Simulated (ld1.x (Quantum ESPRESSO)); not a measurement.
# Reading a pseudo-wave (lanthanum)

Columns: radius, all-electron u(r) and pseudo u(r) of the 4f shell (level -4.39 eV) of lanthanum in the configuration [Kr] 4d10 4f0 5s2 5p6 5d1 6s2 6p0; PBEsol, scalar-relativistic, TM scheme, ld1.x (Quantum ESPRESSO) 7.5.

```tsv
r (bohr)	all-electron	pseudo
0.185	0.1749	0.0125
0.370	0.5910	0.1560
0.555	0.8490	0.5185
0.740	0.9181	0.9054
0.925	0.8815	1.0601
1.110	0.8019	0.9747
1.295	0.7112	0.8019
1.480	0.6221	0.6503
1.665	0.5397	0.5437
1.850	0.4660	0.4661
2.035	0.4013	0.4013
2.220	0.3453	0.3453
2.405	0.2972	0.2972
2.590	0.2561	0.2561
2.775	0.2212	0.2212
2.960	0.1916	0.1916
3.145	0.1664	0.1664
3.330	0.1449	0.1449
3.515	0.1266	0.1266
3.700	0.1108	0.1108
3.885	0.0973	0.0973
4.070	0.0855	0.0855
4.255	0.0753	0.0753
4.440	0.0664	0.0664
4.625	0.0587	0.0587
4.810	0.0519	0.0519
```

(1) How many radial nodes do the two functions have?

(2) At about which radius was the pseudo-wave matched?

(3) Is the pseudo-wave norm-conserving?

Answers

(1) The all-electron 4f function has n − l − 1 = 0; the pseudo-wave has 0.

(2) 2.00 bohr, where the columns begin to agree (steps of 0.18 bohr).

(3) Yes: the TM scheme keeps the norm inside the radius equal to the all-electron one, which fixes the energy derivative of the logarithmic derivative at the level.
